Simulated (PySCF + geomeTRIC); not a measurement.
The multiplicity is imposed and other spin states were not computed.

Level of theory: TPSS-D3(BJ)/def2-SVP (PySCF + geomeTRIC). fastk is a local helper that only speeds up exchange builds. No frequencies were computed at this level.

```python
import json, numpy as np
from pyscf import gto, dft
from fastk import lowrank_exchange
atoms = """
Cd     0.999739     0.006128    -0.492453
O     -0.590440     0.624667     0.539946
H     -0.750395     1.571312     0.564618
N      1.260009    -2.080936    -0.475553
C      0.039464    -2.639048    -1.025152
C      1.371362    -2.457853     0.920308
H      0.088925    -3.732261    -0.955729
H     -0.868872    -2.311314    -0.483027
H     -0.045973    -2.365359    -2.082441
H      0.512648    -2.117116     1.530640
H      1.410996    -3.551301     0.988381
H      2.300236    -2.053699     1.336553
"""
def scf(charge, spin, dm0=None):
    mol = gto.M(atom=atoms, basis='def2-svp', ecp={'Cd': 'def2-svp'}, charge=charge, spin=spin, verbose=3, max_memory=5040)
    mf = dft.KS(mol, xc='tpss').density_fit(auxbasis="def2-universal-jkfit")
    mf.disp = 'd3bj'
    mf.grids.level = 3
    mf.conv_tol = 1e-8
    mf.max_cycle = 120
    mf.level_shift = 0.25
    mf.kernel(dm0)
    if not mf.converged:
        mf = mf.newton().run(mf.mo_coeff, mf.mo_occ).undo_soscf()
    return mf
mf = scf(0, 0)
from pyscf.geomopt.geometric_solver import kernel as optimize
path = []
done, mol = optimize(mf, maxsteps=120, assert_convergence=False, callback=lambda env: path.append((env["energy"], bool(env["g_scanner"].converged))))
res = dict(converged=bool(done and path[-1][1]), energy=path[-1][0], path=[e for e, c in path], xyz=mol.atom_coords(unit="Angstrom").tolist(), nao=mol.nao)
json.dump(res, open("result.json", "w"))
```

Output:

```
converged SCF energy = -377.876337074487
Geometry optimization cycle 1
converged SCF energy = -377.876337127462
cycle 1: E = -377.876337127  dE = -377.876  norm(grad) = 0.0377594
Geometry optimization cycle 2
converged SCF energy = -377.884545029009
cycle 2: E = -377.884545029  dE = -0.0082079  norm(grad) = 0.0234767
Geometry optimization cycle 3
converged SCF energy = -377.893762493157
cycle 3: E = -377.893762493  dE = -0.00921746  norm(grad) = 0.025098
Geometry optimization cycle 4
converged SCF energy = -377.904023087705
cycle 4: E = -377.904023088  dE = -0.0102606  norm(grad) = 0.0265539
Geometry optimization cycle 5
converged SCF energy = -377.912538437036
cycle 5: E = -377.912538437  dE = -0.00851535  norm(grad) = 0.027775
Geometry optimization cycle 6
converged SCF energy = -377.91423496119
cycle 6: E = -377.914234961  dE = -0.00169652  norm(grad) = 0.0252481
Geometry optimization cycle 7
converged SCF energy = -377.915718000478
cycle 7: E = -377.915718  dE = -0.00148304  norm(grad) = 0.0128803
Geometry optimization cycle 8
converged SCF energy = -377.916646756328
cycle 8: E = -377.916646756  dE = -0.000928756  norm(grad) = 0.00848262
Geometry optimization cycle 9
converged SCF energy = -377.917188279668
cycle 9: E = -377.91718828  dE = -0.000541523  norm(grad) = 0.00537972
Geometry optimization cycle 10
converged SCF energy = -377.917507285158
cycle 10: E = -377.917507285  dE = -0.000319005  norm(grad) = 0.00215327
Geometry optimization cycle 11
converged SCF energy = -377.917605780896
cycle 11: E = -377.917605781  dE = -9.84957e-05  norm(grad) = 0.00140803
Geometry optimization cycle 12
converged SCF energy = -377.917627852597
cycle 12: E = -377.917627853  dE = -2.20717e-05  norm(grad) = 0.000938459
Geometry optimization cycle 13
converged SCF energy = -377.917634170027
cycle 13: E = -377.91763417  dE = -6.31743e-06  norm(grad) = 0.000479378
Geometry optimization cycle 14
converged SCF energy = -377.917637974517
cycle 14: E = -377.917637975  dE = -3.80449e-06  norm(grad) = 0.000423053
Geometry optimization cycle 15
converged SCF energy = -377.917639966962
cycle 15: E = -377.917639967  dE = -1.99245e-06  norm(grad) = 0.000461492
Geometry optimization cycle 16
converged SCF energy = -377.917640719879
cycle 16: E = -377.91764072  dE = -7.52917e-07  norm(grad) = 0.000362008
Geometry optimization cycle 17
converged SCF energy = -377.917641009492
cycle 17: E = -377.917641009  dE = -2.89613e-07  norm(grad) = 0.00035006
Geometry optimization cycle 18
converged SCF energy = -377.917641823408
cycle 18: E = -377.917641823  dE = -8.13916e-07  norm(grad) = 0.000510176
Geometry optimization cycle 19
converged SCF energy = -377.91764286664
cycle 19: E = -377.917642867  dE = -1.04323e-06  norm(grad) = 0.000460085
Geometry optimization cycle 20
converged SCF energy = -377.917643807919
cycle 20: E = -377.917643808  dE = -9.4128e-07  norm(grad) = 0.000255715
Geometry optimization cycle 21
converged SCF energy = -377.91764481951
cycle 21: E = -377.91764482  dE = -1.01159e-06  norm(grad) = 0.000155352
Geometry optimization cycle 22
converged SCF energy = -377.917645129394
cycle 22: E = -377.917645129  dE = -3.09885e-07  norm(grad) = 8.23689e-05
<class 'geometric.internal.Distance'> : 11
<class 'geometric.internal.Angle'> : 17
<class 'geometric.internal.Dihedral'> : 15
<class 'geometric.internal.TranslationX'> : 1
<class 'geometric.internal.TranslationY'> : 1
<class 'geometric.internal.TranslationZ'> : 1
<class 'geometric.internal.RotationA'> : 1
<class 'geometric.internal.RotationB'> : 1
<class 'geometric.internal.RotationC'> : 1
Step    0 : Gradient = 1.090e-02/2.237e-02 (rms/max) Energy = -377.8763371275
Step    1 : Displace = 1.013e-01/2.056e-01 (rms/max) Trust = 1.000e-01 (=) Grad = 6.777e-03/1.529e-02 (rms/max) E (change) = -377.8845450290 (-8.208e-03) Quality = 1.175
Step    2 : Displace = 1.484e-01/2.855e-01 (rms/max) Trust = 1.414e-01 (+) Grad = 7.245e-03/1.897e-02 (rms/max) E (change) = -377.8937624932 (-9.217e-03) Quality = 1.100
Step    3 : Displace = 1.852e-01/3.194e-01 (rms/max) Trust = 2.000e-01 (+) Grad = 7.665e-03/1.373e-02 (rms/max) E (change) = -377.9040230877 (-1.026e-02) Quality = 1.023
Step    4 : Displace = 2.598e-01/4.835e-01 (rms/max) Trust = 2.828e-01 (+) Grad = 8.018e-03/1.856e-02 (rms/max) E (change) = -377.9125384370 (-8.515e-03) Quality = 0.891
Step    5 : Displace = 8.564e-02/1.245e-01 (rms/max) Trust = 3.000e-01 (+) Grad = 7.289e-03/1.583e-02 (rms/max) E (change) = -377.9142349612 (-1.697e-03) Quality = -0.003
Step    6 : Displace = 4.388e-02/7.789e-02 (rms/max) Trust = 4.282e-02 (-) Grad = 3.718e-03/9.774e-03 (rms/max) E (change) = -377.9157180005 (-1.483e-03) Quality = 1.109
Step    7 : Displace = 5.789e-02/8.008e-02 (rms/max) Trust = 6.056e-02 (+) Grad = 2.449e-03/5.024e-03 (rms/max) E (change) = -377.9166467563 (-9.288e-04) Quality = 1.212
Step    8 : Displace = 4.482e-02/6.119e-02 (rms/max) Trust = 8.564e-02 (+) Grad = 1.553e-03/2.598e-03 (rms/max) E (change) = -377.9171882797 (-5.415e-04) Quality = 1.436
Step    9 : Displace = 4.218e-02/5.751e-02 (rms/max) Trust = 1.211e-01 (+) Grad = 6.216e-04/1.406e-03 (rms/max) E (change) = -377.9175072852 (-3.190e-04) Quality = 1.365
Step   10 : Displace = 3.013e-02/4.081e-02 (rms/max) Trust = 1.713e-01 (+) Grad = 4.065e-04/8.423e-04 (rms/max) E (change) = -377.9176057809 (-9.850e-05) Quality = 1.332
Step   11 : Displace = 1.672e-02/2.337e-02 (rms/max) Trust = 2.422e-01 (+) Grad = 2.709e-04/4.302e-04 (rms/max) E (change) = -377.9176278526 (-2.207e-05) Quality = 1.408
Step   12 : Displace = 7.844e-03/1.156e-02 (rms/max) Trust = 3.000e-01 (+) Grad = 1.384e-04/3.378e-04 (rms/max) E (change) = -377.9176341700 (-6.317e-06) Quality = 1.550
Step   13 : Displace = 4.869e-03/7.498e-03 (rms/max) Trust = 3.000e-01 (=) Grad = 1.221e-04/2.622e-04 (rms/max) E (change) = -377.9176379745 (-3.804e-06) Quality = 1.423
Step   14 : Displace = 2.560e-03/4.223e-03 (rms/max) Trust = 3.000e-01 (=) Grad = 1.332e-04/2.502e-04 (rms/max) E (change) = -377.9176399670 (-1.992e-06) Quality = 1.052
Step   15 : Displace = 2.312e-03/4.494e-03 (rms/max) Trust = 3.000e-01 (=) Grad = 1.045e-04/1.683e-04 (rms/max) E (change) = -377.9176407199 (-7.529e-07) Quality = 0.588
Step   16 : Displace = 2.506e-03/3.832e-03 (rms/max) Trust = 3.000e-01 (=) Grad = 1.011e-04/2.612e-04 (rms/max) E (change) = -377.9176410095 (-2.896e-07) Quality = 0.212
Step   17 : Displace = 1.230e-03/1.812e-03 (rms/max) Trust = 1.253e-03 (-) Grad = 1.473e-04/2.782e-04 (rms/max) E (change) = -377.9176418234 (-8.139e-07) Quality = 0.433
Step   18 : Displace = 1.161e-03/1.687e-03 (rms/max) Trust = 1.253e-03 (=) Grad = 1.328e-04/2.149e-04 (rms/max) E (change) = -377.9176428666 (-1.043e-06) Quality = 0.454
Step   19 : Displace = 1.213e-03/2.244e-03 (rms/max) Trust = 1.253e-03 (=) Grad = 7.382e-05/1.288e-04 (rms/max) E (change) = -377.9176438079 (-9.413e-07) Quality = 0.328
Step   20 : Displace = 1.368e-03/2.414e-03 (rms/max) Trust = 1.253e-03 (=) Grad = 4.485e-05/7.802e-05 (rms/max) E (change) = -377.9176448195 (-1.012e-06) Quality = 0.214
Step   21 : Displace = 6.330e-04/1.089e-03 (rms/max) Trust = 6.266e-04 (-) Grad = 2.163e-05/5.179e-05 (rms/max) E (change) = -377.9176451294 (-3.099e-07) Quality = 0.220
Converged! =D
```

Cost: very roughly 6 core-minutes.
